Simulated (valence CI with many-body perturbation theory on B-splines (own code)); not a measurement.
# Os62+: key properties

Level of theory: valence CI with perturbative core correlation (CI+MBPT): four valence electrons over a frozen Dirac-Fock core [Ne], a basis of 11 s, 11 p, 9 d, 7 f, 5 g, 2 h, 1 i functions for each j, with the one-electron correlation potential Σ1 (screened to all orders), the two-electron term Σ2, the three-electron term Σ3, Breit, model QED; selected single and double excitations, second order for the rest (own B-spline code, finite nucleus).

No measured spectrum was set against this ion. As an estimate, large intervals hold to a few tenths of a per cent, small ones and those within an open d or f shell to about a per cent.

Levels are named by their leading jj configuration (3d3/2^4 stands for four electrons in 3d with j = 3/2), which in mixed levels can hold well under half, so a name can repeat and another be missing.

Rates and lifetimes use the calculated energies. Strong lines usually hold to 10 to 20 %, long lifetimes can be off by a factor of two.

Q: What is the ground level?

A: (3s^2 3p1/2^2) J=0, composition 68 % 3s²3p² ³P + 31 % 3s²3p² ¹S.

Q: How well does LS coupling describe the low levels?

A: Among the lowest 20 levels the leading LS term, summed over configurations, holds 58 % on average. For single configurations the figures are 54 % in LS and 92 % in jj coupling. Terms mix most in the J = 2 level at 813.1 eV, where the leading one holds 25 %.

Q: Name the longest-lived excited levels whose lifetime is computed, and their main decay.

A: (3s^2 3p1/2 3p3/2) J=2 at 406.0 eV lives 131 ns, mostly by E2 to (3s^2 3p1/2^2) J=0; (3s^2 3p1/2 3p3/2) J=1 at 396.4 eV lives 2.55 ns, mostly by M1 to (3s^2 3p1/2^2) J=0; (3s^2 3p3/2 3d5/2) J=4 at 1126.2 eV lives 1.49 ns, mostly by M1 to (3s^2 3p1/2 3d5/2) J=3.

Q: What are the static dipole polarisabilities of the lowest levels?

A: (3s^2 3p1/2^2) J=0 0.00196 bohr³, of which the core gives 3.93e-05.

Q: What is the ionisation energy?

A: 7041.1 eV; NIST lists 7039 ± 15 eV (theoretical).

Q: Where does the other parity begin?

A: At (3s 3p1/2^2 3p3/2) J=2, 572.7 eV.
